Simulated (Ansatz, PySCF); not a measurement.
This Ansatz (a quantum-chemistry and plane-wave program) input computes a BLYP/def2-TZVPD energy:

Ansatz 0.2 input:
```yaml
crystal:
  periodic: [false, false, false]
  atoms:
    - {symbol: Cs, position_ang: [-0.00000000, -0.00000000, -0.30204412]}
    - {symbol: O, position_ang: [0.00000000, 0.00000000, 2.07655333]}
basis:
  gaussian:
    orbitals: def2-TZVPD
hamiltonian:
  xc: {name: BLYP}
magnetization: {spin_polarized: true, initial_magnetization: 1}
output: {forces: true}
```

Q: Write an input for the same energy in PySCF and say what it gives.

A: 
```python
from pyscf import gto, scf, dft

mol = gto.M(
    atom='''
    Cs   -0.00000000   -0.00000000   -0.30204412
    O     0.00000000    0.00000000    2.07655333
    ''',
    basis='def2-tzvpd',
    ecp='def2-tzvp',
    charge=0,
    spin=1,
    symmetry='C2v',
    verbose=4,
)

mf = dft.UKS(mol, xc='blyp').density_fit(auxbasis='def2-universal-jkfit')
mf.grids.level = 3
mf.conv_tol = 1e-9
mf.max_cycle = 100
mf.max_memory = 1500
mf.kernel()
if not mf.converged:
    mf = mf.newton()
    mf.kernel(mf.make_rdm1())
mf.analyze()
```
It gives -95.31307 Eh, and Ansatz -95.31305 Eh, a difference of 0.02 mEh, from the treatment of integrals and grids.
